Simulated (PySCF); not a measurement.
Vertical excitations of a molecule C₂H₄Cl₂Si₂ from TDA-LC-ωPBE/def2-SVPD run with PySCF, as energy in eV (oscillator strength): 5.49 (0.000), 5.78 (0.002), 5.78 (0.003), 7.85 (0.006), 7.87 (0.002), 8.14 (0.023), 8.25 (0.580), 8.41 (0.002), 8.45 (0.871), 8.60 (0.042). Lowest triplet (TDA): 4.34 eV. Coordinates come from a B3LYP-D3(BJ)/def2-SVP optimisation. The values are those of a single conformer.

Problem. Which molecule gave these data?
(A) ClC1=C[SiH2][Si@H]1Cl
(B) [SiH3]C#C[SiH](Cl)Cl
(C) C#C[SiH2][SiH](Cl)Cl
(D) ClC1=C[Si@@H](Cl)[SiH2]1

Solution. B, [SiH3]C#C[SiH](Cl)Cl
